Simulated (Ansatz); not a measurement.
Reaction: H5Si2OF (SMILES F[SiH2]O[SiH3]) → H5Si2O (SMILES [SiH2]O[SiH3], doublet) + F (doublet) (the F-Si bond breaks)
Each species at its own B3LYP-D3(BJ)/def2-TZVP minimum (Ansatz, a program for electronic structure), one conformer.

Quantity: bond dissociation energy (electronic), in kcal/mol. Radicals and triplets start from unrestricted determinants; spin-orbit coupling is neglected. CBS(X,Y): correlation extrapolated as X^-3, Hartree-Fock from the larger set. A bracket is a step between two methods taken in the basis named. Functionals run without relativity, which enters their misses. 'core' is core correlation in cc-pwCVTZ (1s frozen past Ne), 'X2C' scalar relativity in cc-pVTZ-DK, both at CCSD(T).

CCSD(T)/CBS(cc-pV(T+d)Z,cc-pV(Q+d)Z) + [CCSDT(Q) - CCSD(T)]/cc-pV(D+d)Z + core + X2C (Ansatz) gives 163.4 kcal/mol.

Problem. How far off this value is PBE/def2-TZVPD (Ansatz), in which direction, and which of these levels come nearer: r2SCAN/def2-TZVPD, B3LYP/def2-TZVPD, CCSD(T)/CBS(cc-pV(T+d)Z,cc-pV(Q+d)Z) + core + X2C?

Solution. PBE gives 157.4 kcal/mol, 6.0 kcal/mol below it. Differences of the others: r2SCAN/def2-TZVPD (Ansatz) -6.9; B3LYP/def2-TZVPD (Ansatz) -7.5; CCSD(T)/CBS(cc-pV(T+d)Z,cc-pV(Q+d)Z) + core + X2C (Ansatz) 0.0 kcal/mol. Nearer than PBE: CCSD(T)/CBS(cc-pV(T+d)Z,cc-pV(Q+d)Z) + core + X2C.
